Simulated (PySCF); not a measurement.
Can point charges reproduce the dipole moment of `C#C[C@](C)(N)C(F)(F)F`?

Coordinates (GFN2-xTB, Å) and charges (e) from the PBE0/pcSseg-1 density (PySCF):

```tsv
atom	x	y	z	Mulliken	IAO	Hirshfeld	ESP-fitted
C1	2.542	0.106	0.022	-0.3746	-0.2233	-0.1043	-0.3260
C2	1.347	0.057	-0.021	+0.4415	-0.0639	-0.0605	-0.1995
C3	-0.116	0.112	-0.093	-0.4876	+0.0908	+0.0481	+0.4718
C4	-0.642	-0.932	-1.083	-0.1389	-0.4188	-0.1225	-0.5253
N5	-0.629	1.426	-0.447	-0.3654	-0.5602	-0.2265	-0.9712
C6	-0.658	-0.212	1.314	+0.9028	+0.8070	+0.2612	+0.4920
F7	-0.244	-1.411	1.753	-0.2636	-0.2795	-0.0869	-0.1815
F8	-1.993	-0.230	1.358	-0.2589	-0.2718	-0.0832	-0.1727
F9	-0.256	0.687	2.226	-0.2678	-0.2809	-0.0896	-0.1764
H10	3.590	0.112	0.058	+0.0494	+0.2057	+0.0964	+0.2935
H11	-0.228	-0.737	-2.069	+0.1247	+0.1539	+0.0500	+0.1832
H12	-0.350	-1.931	-0.769	+0.1327	+0.1607	+0.0449	+0.1582
H13	-1.726	-0.865	-1.132	+0.1362	+0.1637	+0.0442	+0.1621
H14	-0.342	2.129	0.225	+0.1870	+0.2589	+0.1089	+0.3841
H15	-0.299	1.698	-1.365	+0.1823	+0.2577	+0.1195	+0.4077
```

Task: What dipole does each set of charges give (1 e·Å = 4.803 D), and what does the density give?

Result: The full density gives (1.58, 0.70, -2.26) D, 2.84 D in size; dipole vectors point from the negative to the positive end.

```
    scheme     μx     μy     μz  size (D)  share of the full size (%)  angle to the full dipole (°)
  Mulliken  -0.85  -0.76  -2.88      3.10                         109                            58
       IAO   1.48   0.54  -3.08      3.46                         122                            10
 Hirshfeld   0.37   0.44  -1.03      1.18                          41                            16
ESP-fitted   1.59   0.69  -2.30      2.88                         101                             0
```

Task: Which set comes closest?

Result: Length of the difference vector: ESP-fitted 0.04 D, IAO 0.84 D, Hirshfeld 1.75 D, Mulliken 2.90 D. Closest: ESP-fitted. ESP charges are fitted to the potential around the molecule, whose slowest-falling term is the dipole's. 

Task: What is left for the Hirshfeld atoms' own dipoles?

Result: The Hirshfeld atoms' densities add up to the full density, so μ = Σ q r + Σ (atomic dipoles). The atomic dipoles sum to (1.58, 0.70, -2.26) − (0.37, 0.44, -1.03) = (1.21, 0.26, -1.23) D, 1.75 D in size.

Task: With the origin at the mean of the coordinates, (0.000, 0.001, -0.001) Å, which are the largest single terms, by size, of the Mulliken dipole along the direction of the full one?

Result: C6 -6.34, F8 +2.79, C1 -2.55, F7 +2.38, F9 +2.25 D; all 15 atoms together +1.63 D. The single terms depend on the origin, their sum doesn't.

Task: Give the size of the full dipole in other units.

Result: 2.84 D = 1.119 au = 0.592 e·Å = 9.49 × 10⁻³⁰ C·m.

One conformer (not necessarily the lowest) at the GFN2-xTB geometry, without solvent, vibrations or thermal averaging.

Conformer computed: `[CH:1]#[C:2][C@:3]([CH3:4])([NH2:5])[C:6]([F:7])([F:8])[F:9]`: C2–C3–C6–F7 -58°, H–N5–C3–C2 -59°, H–N5–C3–C2 62°.
